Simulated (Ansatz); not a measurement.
Gas-phase electronic energies from Ansatz, PBE0-D4/def2-TZVP geometries. CCSD(T)/CBS adds triple-zeta CCSD(T) − MP2 to the extrapolated MP2 energy (def2 sets, frozen cores). DFT in def2-TZVPP. HSE06 is defined as in plane-wave codes. Each species was taken in one conformer, which may not be the lowest.

Reaction (ligand exchange at the Al–C bond): `CC(Cl)[CH2][AlH2]` + `N=C=CO` → `N=C=C[O][AlH2]` + `CC(C)Cl`

`CC(Cl)[CH2][AlH2]`:

Cartesian coordinates in Å:
```
C 1.348 -0.399 -0.704
C -0.085 -0.838 -0.498
Cl -0.114 -2.655 -0.401
C -0.728 -0.229 0.722
Al -0.927 1.726 0.689
H 1.383 0.683 -0.874
H 1.951 -0.635 0.175
H 1.793 -0.890 -1.569
H -0.672 -0.625 -1.393
H -1.732 -0.647 0.870
H -0.166 -0.510 1.621
H -1.329 2.484 2.025
H -0.721 2.536 -0.663
```

`N=C=CO`:

Cartesian coordinates in Å:
```
N 1.479 -0.669 0.804
C 0.401 -0.398 0.281
C -0.661 -0.147 -0.443
O -1.036 1.081 -0.927
H 1.470 -0.616 1.825
H -1.363 -0.938 -0.668
H -0.291 1.687 -0.872
```

`N=C=C[O][AlH2]`:

Cartesian coordinates in Å:
```
N -1.809 1.442 0.642
C -0.634 1.095 0.638
C 0.596 0.660 0.793
O 1.038 -0.561 0.399
Al 0.630 -1.652 -0.839
H -2.103 1.949 -0.194
H 1.327 1.306 1.266
H -0.450 -1.218 -1.909
H 1.404 -3.022 -0.796
```

`CC(C)Cl`:

```xyz
11

C     0.437    0.601   -1.056
C    -0.543   -0.079   -0.129
C     0.106   -0.658    1.106
Cl   -1.812    1.103    0.365
H    -0.066    1.014   -1.930
H     0.955    1.413   -0.539
H     1.184   -0.123   -1.394
H    -1.092   -0.855   -0.665
H     0.846   -1.409    0.813
H     0.616    0.123    1.674
H    -0.630   -1.132    1.755
```

```csv
level,ΔE (kJ/mol),difference from CCSD(T)/CBS
PBE-D4,-142.7,11.5
BLYP-D4,-155.5,-1.3
r2SCANh-D4,-154.3,-0.1
ωB97X-V,-154.0,0.2
ωB97M-V,-152.3,1.9
PBE-QIDH,-153.1,1.1
PBE0,-147.3,6.9
HSE06,-146.9,7.3
RPA@PBE/def2-TZVPP,-154.2,0.0
HF/def2-SVP,-170.5,-16.3
HF/def2-TZVPP,-172.3,-18.1
SCS-MP2/def2-TZVPP,-161.2,-7.0
HF/def2-QZVPP,-173.4,-19.2
MP2/def2-QZVPP,-157.7,-3.5
MP2/CBS(def2),-156.7,-2.5
CCSD/CBS(def2),-156.6,-2.4
CCSD(T)/CBS,-154.2,0
```

(1) What do rigid-rotor, harmonic-oscillator terms from PBE0-D4/def2-TZVP frequencies (298.15 K, 1 bar) make of the CCSD(T)/CBS value? (Estimate.)

Largest T1 diagnostic among the species: 0.015.

Results:

(1) The calculation gave: ΔZPE = +3.9 kJ/mol, ΔH = -151.5 kJ/mol, ΔS = -2 J/(mol·K), ΔG = -150.8 kJ/mol.

From BLYP to BHLYP (50 % exact exchange), in def2-TZVPP and without D4, ΔE moves by −6.9 kJ/mol. At CCSD(T), def2-SVP lies −7.5 kJ/mol from the extrapolated value and def2-TZVPP −1.6 kJ/mol.

CCSD(T)/CBS has its own doubt, a few kJ/mol and more with outer-core shells, so smaller differences from it don't rank the levels.
